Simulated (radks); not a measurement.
Initial-state core-level shifts of the europium ion Eu3+ when its valence configuration changes from [Xe] 4f6. Method: scalar-relativistic Kohn-Sham, SCAN, spin-polarised, spherical densities, finite nucleus; open shells are filled with parallel spins first (spin-orbit coupling, left out, can overturn this in heavy ions); meta-GGA in the generalised Kohn-Sham scheme; Fermi nuclear charge, rms radius 5.1115 fm; computed with a radial shooting solver on a logarithmic mesh with Libxc functionals. Shifts are changes of the shell-averaged eigenvalues in eV (positive: less bound); the change of the density at the nucleus, which sets a Mossbauer isomer shift, is in e/bohr^3, on a base of 6.055e+05.

| valence | 3s | 3d | 4d | 5s | density at nucleus |
|---|---|---|---|---|---|
| 4f5 6p1 | -14.444 | -14.343 | -12.936 | -8.242 | +40.97 |
| 4f4.5 6p1.5 | -22.187 | -22.029 | -19.725 | -12.377 | +63.90 |
| 4f5 5d1 | -10.010 | -9.882 | -8.534 | -4.122 | +34.28 |
| 4f4 5d2 | -20.967 | -20.694 | -17.587 | -8.250 | +71.14 |
